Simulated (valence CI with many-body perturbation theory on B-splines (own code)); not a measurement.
## Tb51+ in brief

Calculated by configuration interaction combined with many-body perturbation theory (CI+MBPT): four valence electrons over a frozen Dirac-Fock core [Ne], a basis of 11 s, 11 p, 10 d, 8 f, 5 g, 2 h functions for each j, with the one-electron correlation potential Σ1, the two-electron term Σ2, the three-electron term Σ3, Breit, model QED; selected CI, second order for the rest, scaled by the run's own slope (own B-spline code, finite nucleus).

The last digits are not significant, and no measured levels were compared; by estimate large intervals hold to a few tenths of a per cent, small ones and those within an open d or f shell to about a per cent. Among the levels kept, up to 590 cm⁻¹ of a level comes from second order outside the variational space, and about a tenth of that is noise between levels of different J, which matters for small intervals.

Levels are named by their leading jj configuration (3d3/2^4 stands for four electrons in 3d with j = 3/2), which in mixed levels can hold well under half, so a name can repeat and another be missing.

Rates and lifetimes use the calculated energies. Strong lines usually hold to 10 to 20 %, long lifetimes can be off by a factor of two.

Task: What is the ground level?

Result: (3s^2 3p1/2^2) J=0, composition 70 % 3s2 3p2 3P + 30 % 3s2 3p2 1S.

Task: How well does LS coupling describe the low levels?

Result: Among the lowest 20 levels the leading LS term, summed over configurations, holds 58 % on average. For single configurations the figures are 56 % in LS and 93 % in jj coupling. Terms mix most in the J = 2 level at 517.3 eV, where the leading one holds 29 %.

Task: Where does the other parity begin?

Result: At (3s 3p1/2^2 3p3/2) J=2, 321.3 eV.

Task: Name the longest-lived excited levels whose lifetime is computed, and their main decay.

Result: (3s^2 3p1/2 3p3/2) J=2 at 192.5 eV lives 2.56 μs, mostly by E2 to (3s^2 3p1/2^2) J=0; (3s^2 3p3/2 3d5/2) J=4 at 611.0 eV lives 24.6 ns, mostly by M1 to (3s^2 3p1/2 3d5/2) J=3; (3s^2 3p1/2 3p3/2) J=1 at 184.5 eV lives 24.4 ns, mostly by M1 to (3s^2 3p1/2^2) J=0.

Task: What is the ionisation energy?

Result: 4761.5 eV; NIST lists 4760 ± 4 eV (theoretical).
